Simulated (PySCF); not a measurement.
Vertical excitations of a molecule C2H6F2Si from TDA-M06-2X/def2-SVPD in PySCF, as energy in eV (oscillator strength): 8.44 (0.109), 9.20 (0.000), 9.44 (0.071), 9.58 (0.049), 10.21 (0.000), 10.33 (0.088), 10.44 (0.110), 10.71 (0.016), 10.72 (0.000), 10.92 (0.042). Lowest triplet (TDA): 8.26 eV. Coordinates come from a B3LYP-D3(BJ)/def2-SVP optimisation. Other conformers were not sampled.

Question: Pick the molecule that these values belong to.
A) CC(F)(F)[SiH3]
B) C[Si](C)(F)F
C) FC[SiH2]CF
D) C[Si@H](F)CF

Answer: B, C[Si](C)(F)F
